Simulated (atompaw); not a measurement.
Building the PAW (atompaw) potential for Er (PBE, scalar-relativistic).

```json
{
 "Element": "erbium",
 "Generator": "atompaw 4.2.0.5",
 "Type": "PAW",
 "Functional": "PBE",
 "Relativity": "scalar-relativistic",
 "Frozen core": "[Kr] 4d10",
 "Valence charge": "22",
 "Reference configuration": "4f12 5s2 5p6 5d0 6s1.5 6p0.5",
 "Partial waves": "5s (bound); 6s (bound); 5p (bound); 6p (bound); 5d (bound, empty); 5d channel at 2.55 Ry; 4f (bound); 4f channel at 0.65 Ry",
 "Local potential": "bessel scheme, radius 1.75 bohr",
 "Core correction": "smooth core density matched at 2.30 bohr",
 "Augmentation charge": "gaussian compensation charge, radius 2.50 bohr; PAW radius 2.70 bohr; waves and projectors: bloechl"
}
```

All-electron outer shells of the reference configuration (PBE, scalar-relativistic, ld1.x):

| shell | level (eV) | outermost node (bohr) | outermost maximum (bohr) |
| --- | --- | --- | --- |
| 4p | -315.32 | 0.27 | 0.49 |
| 4d | -166.12 | 0.25 | 0.51 |
| 5s | -52.66 | 0.60 | 1.11 |
| 5p | -27.18 | 0.65 | 1.28 |
| 6s | -4.28 | 1.52 | 3.34 |
| 4f | -3.91 | – | 0.51 |
| 6p | -1.48 | 1.86 | 4.68 |
| 5d | -1.46 | 0.73 | 2.08 |

**Question.** Estimate the cutoffs (Ry, on a coarse ladder) from which the occupation-weighted sum of valence levels, in a spherical-Bessel basis at the reference potential, stays within 10 and 1 mRy of its value at 400 Ry.

**Answer.** 35 Ry and 45 Ry.

**Question.** What does a ghost test show?

**Answer.** No extra level below or beside the all-electron valence levels (s, p, d, f tested).

**Question.** Is the overlap operator S = 1 + Σ q|β⟩⟨β| positive definite (Bessel basis up to 400 Ry)?

**Answer.** Yes: its lowest eigenvalue is 0.49 (s channel).

**Question.** Which valence shell sets the plane-wave cutoff?

**Answer.** 4f: its level needs 35 Ry to come within 1 mRy, against 21 Ry for 5p.
